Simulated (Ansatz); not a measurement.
System: C2HBrF2, charge 0, singlet. C2HBrF2 (SMILES F/C=C(\F)Br).
B3LYP-D3(BJ)/def2-TZVP minimum from Ansatz (an electronic-structure program):
```
C
C 1 1.3239
F 1 1.3284 2 122.54
F 2 1.3401 1 120.86 3 0.00
H 2 1.0780 1 123.94 3 -180.00
Br 1 1.8805 2 122.90 5 0.00
```

Property: atomisation energy (electronic, to ground-state atoms), in kcal/mol. Open shells are spin-unrestricted; no spin-orbit coupling. Cores are frozen in correlated methods (noble-gas shells, and filled d and f shells in the p block). No relativity. CBS(X,Y): correlation extrapolated as X^-3, Hartree-Fock from the larger set. A bracket is a step between two methods taken in the basis named. Where a partner has so few electrons that a lower coupled-cluster level is exact, that level stands in. Spin-orbit terms, left out, reach several kcal/mol for Br and I, and more for heavier atoms.

CCSD(T)/CBS(cc-pVTZ,cc-pVQZ) + [CCSDT(Q) - CCSD(T)]/cc-pVDZ (Ansatz) gives 538.6 kcal/mol.

Question: What does PBE/def2-TZVPD (Ansatz) give here, and how do the other levels compare?

Answer: PBE gives 570.4 kcal/mol, 31.8 kcal/mol above it. Differences of the others: r2SCAN/def2-TZVPD (Ansatz) 7.3; B3LYP/def2-TZVPD (Ansatz) -5.4; PBE0/def2-TZVPD (Ansatz) 7.0; wB97M-V/def2-TZVPD (Ansatz) 1.9; CCSD(T)/CBS(cc-pVTZ,cc-pVQZ) (Ansatz) -1.0 kcal/mol.
